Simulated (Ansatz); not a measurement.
`CC1=NCCO1` + `[CH3][Al]([SH])[Cl]` → `C[S][Al]([CH3])[Cl]` + `C1=NCCO1`  (substitution at a C–C bond)

Isolated molecules relaxed with PBE0-D4/def2-TZVP in Ansatz; ΔE leaves out vibrations. CBS: MP2 limit from def2 TZ/QZ plus the TZ coupled-cluster correction, frozen cores. Functionals use def2-TZVPP. B3LYP here is the variant with VWN-RPA as its local correlation; programs differ in this. HSE06 is defined as in plane-wave codes. One conformer a species, not always the lowest.

`CC1=NCCO1`:

```xyz
13

C    -2.125   -0.147    0.225
C    -0.670   -0.052   -0.031
N    -0.102   -0.065   -1.160
C     1.330    0.049   -0.912
C     1.456    0.145    0.618
O     0.100    0.059    1.080
H    -2.658   -0.224   -0.719
H    -2.468    0.733    0.774
H    -2.340   -1.022    0.843
H     1.848   -0.823   -1.321
H     1.728    0.930   -1.422
H     1.875    1.093    0.962
H     2.023   -0.675    1.063
```

`[CH3][Al]([SH])[Cl]`:

Z-matrix (Å, degrees):
```
C
Al 1 1.933
H 1 1.094 2 110.6
H 1 1.092 2 111.8 3 120.8
H 1 1.094 2 110.6 3 -118.4
S 2 2.177 1 122.1 3 -121.4
Cl 2 2.102 1 120.9 3 58.6
H 6 1.344 2 93.1 1 -180.0
```

`C[S][Al]([CH3])[Cl]`:

Cartesian coordinates in Å:
```
C -2.445 0.521 0.033
S -1.249 -0.837 -0.170
Al 0.694 0.098 0.032
C 2.329 -0.927 -0.103
Cl 0.759 2.176 0.380
H -3.072 0.303 0.897
H -1.947 1.477 0.178
H -3.066 0.568 -0.861
H 2.914 -0.843 0.817
H 2.955 -0.551 -0.917
H 2.128 -1.985 -0.286
```

`C1=NCCO1`:

Z-matrix (Å, degrees):
```
C
N 1 1.463
C 1 1.539 2 104.8
H 1 1.093 2 109.7 3 121.2
H 1 1.093 2 109.6 3 -121.1
C 2 1.260 1 105.9 3 0.7
O 3 1.441 1 103.9 2 -0.9
H 3 1.091 1 113.6 2 116.2
H 3 1.091 1 113.7 2 -118.2
H 6 1.084 2 125.4 1 179.8
```

| level | ΔE (kcal/mol) | difference from CCSD(T)/CBS |
| --- | --- | --- |
| LDA (SPW92) | 12.9 | 1.4 |
| revPBE-D4 | 10.5 | -1.0 |
| BLYP-D4 | 10.3 | -1.2 |
| r2SCAN-D4 | 12.1 | 0.6 |
| B97M-V | 12.8 | 1.3 |
| PBE0-D4 | 11.8 | 0.3 |
| B3LYP-D4 | 11.3 | -0.2 |
| r2SCAN0-D4 | 12.6 | 1.1 |
| HSE06-D4 | 11.8 | 0.3 |
| BHLYP-D4 | 12.3 | 0.8 |
| CAM-B3LYP-D4 | 12.5 | 1.0 |
| ωB97X-V | 12.1 | 0.6 |
| ωB97M-V | 12.1 | 0.6 |
| B2PLYP | 11.7 | 0.2 |
| PBE-QIDH | 12.4 | 0.9 |
| PBE | 10.9 | -0.6 |
| BLYP | 10.7 | -0.8 |
| r2SCAN | 12.1 | 0.6 |
| PBE0 | 12.0 | 0.5 |
| B3LYP | 11.7 | 0.2 |
| r2SCANh | 12.3 | 0.8 |
| r2SCAN0 | 12.6 | 1.1 |
| HSE06 | 11.9 | 0.4 |
| BHLYP | 12.7 | 1.2 |
| CAM-B3LYP | 12.7 | 1.2 |
| LC-ωPBE | 12.8 | 1.3 |
| RPA@PBE/def2-TZVPP | 11.6 | 0.1 |
| HF/def2-SVP | 15.5 | 4.0 |
| MP2/def2-SVP | 14.5 | 3.0 |
| CCSD/def2-SVP | 14.6 | 3.1 |
| CCSD(T)/def2-SVP | 14.3 | 2.8 |
| HF/def2-TZVPP | 13.4 | 1.9 |
| MP2/def2-TZVPP | 12.1 | 0.6 |
| SCS-MP2/def2-TZVPP | 11.8 | 0.3 |
| CCSD/def2-TZVPP | 12.6 | 1.1 |
| CCSD(T)/def2-TZVPP | 12.1 | 0.6 |
| HF/def2-QZVPP | 13.4 | 1.9 |
| SCS-MP2/def2-QZVPP | 11.5 | 0.0 |
| HF/CBS(def2) | 13.4 | 1.9 |
| MP2/CBS(def2) | 11.5 | 0.0 |
| CCSD(T)/CBS | 11.5 | 0 |

Task: What do rigid-rotor, harmonic-oscillator terms from PBE0-D4/def2-TZVP frequencies (298.15 K, 1 bar) make of the CCSD(T)/CBS value? (Estimate.)

Result: Computed: ΔZPE = +1.4 kcal/mol, ΔH = +13.0 kcal/mol, ΔS = 7 J/(mol·K), ΔG = +12.5 kcal/mol. Modes under 50 cm⁻¹ make the entropy rough.

Largest T1 diagnostic among the species: 0.014.

At CCSD(T), def2-SVP lies +2.8 kcal/mol from the extrapolated value and def2-TZVPP +0.6 kcal/mol. In def2-TZVPP, CCSD(T) changes the Hartree–Fock value by −1.3 kcal/mol (the triples alone add −0.5 kcal/mol) and MP2 by −1.4 kcal/mol. Leaving LDA and LC-ωPBE aside and taking each functional with its dispersion term where it has one, the values spread over 2.5 kcal/mol, from BLYP-D4 to B97M-V. LDA lies +1.9 kcal/mol from PBE without D4.
